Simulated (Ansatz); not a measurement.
Harmonic vibrations of CH$_{2}$F$_{2}$GeO (`[F][Ge]1([F])[CH2][O]1`) by finite differences.

```yaml
crystal:
  periodic: [false, false, false]
  atoms:
    - {symbol: F, position_ang: [-0.658554, -2.224484, 0.108201]}
    - {symbol: Ge, position_ang: [0.201587, -0.763097, 0.305781]}
    - {symbol: F, position_ang: [1.623041, -1.214004, 1.136854]}
    - {symbol: C, position_ang: [-0.340505, 0.959181, -0.183652]}
    - {symbol: O, position_ang: [0.441685, 0.200775, -1.173404]}
    - {symbol: H, position_ang: [-1.374841, 1.145024, -0.467691]}
    - {symbol: H, position_ang: [0.168687, 1.828705, 0.228310]}
basis:
  gaussian: {orbitals: def2-TZVP}
hamiltonian: {xc: pbe0, dispersion: d4}
phonons: {temperatures: {t_min: 298.15, t_max: 900, t_step: 200}}
```

```sh
$ ansatz run in.yaml --threads 4 --pin off --events-out ev --progress --plain
```

Shortened log:

```
Functional definition: PBE0
  name "PBE0"
  cite "Adamo & Barone, J. Chem. Phys. 110, 6158 (1999) doi:10.1063/1.478522"
  cite "Perdew, Burke & Ernzerhof, Phys. Rev. Lett. 77, 3865 (1996) doi:10.1103/PhysRevLett.77.3865"
  parent pbe
  parameter a = 0.25
  parameter kappa = 0.804
  parameter beta = 0.06672455060314922
  exchange = (1 - a)*pbe_x(kappa = kappa, mu = beta*pi^2/3) + a*exact_x
  correlation = pbe_c(beta = beta)
mean field -65057.13796595 eV, -2390.8057229368 hartree, gradient 4.7e-5 eV, S^2 0.000000; 0 other end points of the search recorded, 0 dependent functions left out
the calculation of the forces begins
these checks for a lower state are left out or cut short: stability, starts, cluster_reference, orbital_swaps, neighbouring_geometries, increment
mean field -65057.13793367 eV, -2390.8057217506 hartree, gradient 3.0e-6 eV, S^2 0.000000; 0 other end points of the search recorded, 0 dependent functions left out
the calculation of the forces begins
these checks for a lower state are left out or cut short: stability, starts, cluster_reference, orbital_swaps, neighbouring_geometries, increment
mean field -65057.13794041 eV, -2390.8057219982 hartree, gradient 3.0e-6 eV, S^2 0.000000; 0 other end points of the search recorded, 0 dependent functions left out
the calculation of the forces begins
these checks for a lower state are left out or cut short: stability, starts, cluster_reference, orbital_swaps, neighbouring_geometries, increment
mean field -65057.13787144 eV, -2390.8057194635 hartree, gradient 3.0e-6 eV, S^2 0.000000; 0 other end points of the search recorded, 0 dependent functions left out
the calculation of the forces begins
these checks for a lower state are left out or cut short: stability, starts, cluster_reference, orbital_swaps, neighbouring_geometries, increment
mean field -65057.13791297 eV, -2390.8057209899 hartree, gradient 3.0e-6 eV, S^2 0.000000; 0 other end points of the search recorded, 0 dependent functions left out
the calculation of the forces begins
these checks for a lower state are left out or cut short: stability, starts, cluster_reference, orbital_swaps, neighbouring_geometries, increment
mean field -65057.13796472 eV, -2390.8057228917 hartree, gradient 3.0e-6 eV, S^2 0.000000; 0 other end points of the search recorded, 0 dependent functions left out
the calculation of the forces begins
these checks for a lower state are left out or cut short: stability, starts, cluster_reference, orbital_swaps, neighbouring_geometries, increment
mean field -65057.13795628 eV, -2390.8057225813 hartree, gradient 3.0e-6 eV, S^2 0.000000; 0 other end points of the search recorded, 0 dependent functions left out
the calculation of the forces begins
these checks for a lower state are left out or cut short: stability, starts, cluster_reference, orbital_swaps, neighbouring_geometries, increment
mean field -65057.13785302 eV, -2390.8057187865 hartree, gradient 3.0e-6 eV, S^2 0.000000; 0 other end points of the search recorded, 0 dependent functions left out
the calculation of the forces begins
these checks for a lower state are left out or cut short: stability, starts, cluster_reference, orbital_swaps, neighbouring_geometries, increment
mean field -65057.13785616 eV, -2390.8057189019 hartree, gradient 3.0e-6 eV, S^2 0.000000; 0 other end points of the search recorded, 0 dependent functions left out
[...]
these checks for a lower state are left out or cut short: stability, starts, cluster_reference, orbital_swaps, neighbouring_geometries, increment
mean field -65057.13788420 eV, -2390.8057199326 hartree, gradient 3.0e-6 eV, S^2 0.000000; 0 other end points of the search recorded, 0 dependent functions left out
the calculation of the forces begins
these checks for a lower state are left out or cut short: stability, starts, cluster_reference, orbital_swaps, neighbouring_geometries, increment
mean field -65057.13786820 eV, -2390.8057193446 hartree, gradient 3.0e-6 eV, S^2 0.000000; 0 other end points of the search recorded, 0 dependent functions left out
the calculation of the forces begins
these checks for a lower state are left out or cut short: stability, starts, cluster_reference, orbital_swaps, neighbouring_geometries, increment
mean field -65057.13787073 eV, -2390.8057194375 hartree, gradient 3.0e-6 eV, S^2 0.000000; 0 other end points of the search recorded, 0 dependent functions left out
the calculation of the forces begins
these checks for a lower state are left out or cut short: stability, starts, cluster_reference, orbital_swaps, neighbouring_geometries, increment
mean field -65057.13794920 eV, -2390.8057223213 hartree, gradient 3.0e-6 eV, S^2 0.000000; 0 other end points of the search recorded, 0 dependent functions left out
the calculation of the forces begins
these checks for a lower state are left out or cut short: stability, starts, cluster_reference, orbital_swaps, neighbouring_geometries, increment
mean field -65057.13795062 eV, -2390.8057223732 hartree, gradient 3.0e-6 eV, S^2 0.000000; 0 other end points of the search recorded, 0 dependent functions left out
the calculation of the forces begins
these checks for a lower state are left out or cut short: stability, starts, cluster_reference, orbital_swaps, neighbouring_geometries, increment
mean field -65057.13794550 eV, -2390.8057221852 hartree, gradient 3.0e-6 eV, S^2 0.000000; 0 other end points of the search recorded, 0 dependent functions left out
the calculation of the forces begins
these checks for a lower state are left out or cut short: stability, starts, cluster_reference, orbital_swaps, neighbouring_geometries, increment
mean field -65057.13794735 eV, -2390.8057222533 hartree, gradient 3.0e-6 eV, S^2 0.000000; 0 other end points of the search recorded, 0 dependent functions left out
the calculation of the forces begins
these checks for a lower state are left out or cut short: stability, starts, cluster_reference, orbital_swaps, neighbouring_geometries, increment
mean field -65057.13793083 eV, -2390.8057216460 hartree, gradient 3.0e-6 eV, S^2 0.000000; 0 other end points of the search recorded, 0 dependent functions left out
the calculation of the forces begins
these checks for a lower state are left out or cut short: stability, starts, cluster_reference, orbital_swaps, neighbouring_geometries, increment
mean field -65057.13792730 eV, -2390.8057215164 hartree, gradient 3.0e-6 eV, S^2 0.000000; 0 other end points of the search recorded, 0 dependent functions left out
the calculation of the forces begins
these checks for a lower state are left out or cut short: stability, starts, cluster_reference, orbital_swaps, neighbouring_geometries, increment
mean field -65057.13789540 eV, -2390.8057203442 hartree, gradient 3.0e-6 eV, S^2 0.000000; 0 other end points of the search recorded, 0 dependent functions left out
the calculation of the forces begins
these checks for a lower state are left out or cut short: stability, starts, cluster_reference, orbital_swaps, neighbouring_geometries, increment
mean field -65057.13789449 eV, -2390.8057203106 hartree, gradient 3.0e-6 eV, S^2 0.000000; 0 other end points of the search recorded, 0 dependent functions left out
the calculation of the forces begins
these checks for a lower state are left out or cut short: stability, starts, cluster_reference, orbital_swaps, neighbouring_geometries, increment
mean field -65057.13794186 eV, -2390.8057220514 hartree, gradient 3.0e-6 eV, S^2 0.000000; 0 other end points of the search recorded, 0 dependent functions left out
the calculation of the forces begins
these checks for a lower state are left out or cut short: stability, starts, cluster_reference, orbital_swaps, neighbouring_geometries, increment
mean field -65057.13794173 eV, -2390.8057220465 hartree, gradient 3.0e-6 eV, S^2 0.000000; 0 other end points of the search recorded, 0 dependent functions left out
the calculation of the forces begins
Total energy: -65057.24692893 eV, -2390.8097272524 hartree
Atom 0 at    -0.658554    -2.224484     0.108201 Å, force     0.001458    -0.000888     0.001041 eV/Å
Atom 1 at     0.201587    -0.763097     0.305781 Å, force    -0.000323     0.001933    -0.000760 eV/Å
Atom 2 at     1.623041    -1.214004     1.136854 Å, force    -0.000782    -0.001909     0.000157 eV/Å
Atom 3 at    -0.340505     0.959181    -0.183652 Å, force    -0.001494     0.003843    -0.000992 eV/Å
Atom 4 at     0.441685     0.200775    -1.173404 Å, force     0.000144    -0.000253    -0.000217 eV/Å
Atom 5 at    -1.374841     1.145024    -0.467691 Å, force     0.000100    -0.001494     0.000230 eV/Å
Atom 6 at     0.168687     1.828705     0.228310 Å, force     0.000896    -0.001232     0.000542 eV/Å
Dipole moment:    -0.300466     0.403562     0.269925 e Å
Vibrations: 175.42 181.49 208.05 241.59 575.77 663.40 739.96 764.78 775.60 979.27 1092.72 1145.85 1465.91 3095.19 3183.81 cm⁻¹, zero-point energy 0.947787 eV
```

Run time 100 s (4 threads of a server CPU on a shared host); peak host memory 0.47 GiB.
